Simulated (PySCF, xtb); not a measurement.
CF3, SMILES F[C+](F)F, charge +1.

Harmonic wavenumbers (cm⁻¹) from GFN2-xTB (xtb) at its own minimum, in rising order: 495, 495, 623, 998, 1564, 1565.

Problem. What does PBE-D3(BJ)/def2-TZVP (PySCF 2.14.0) give at its own minimum? (Estimate from the structure and the level; the computed values follow.)

Solution. 566, 566, 765, 1010, 1607, 1607. Paired by order, the mean absolute difference is 63 cm⁻¹ and the zero-point energies are 8.2 and 8.8 kcal/mol.
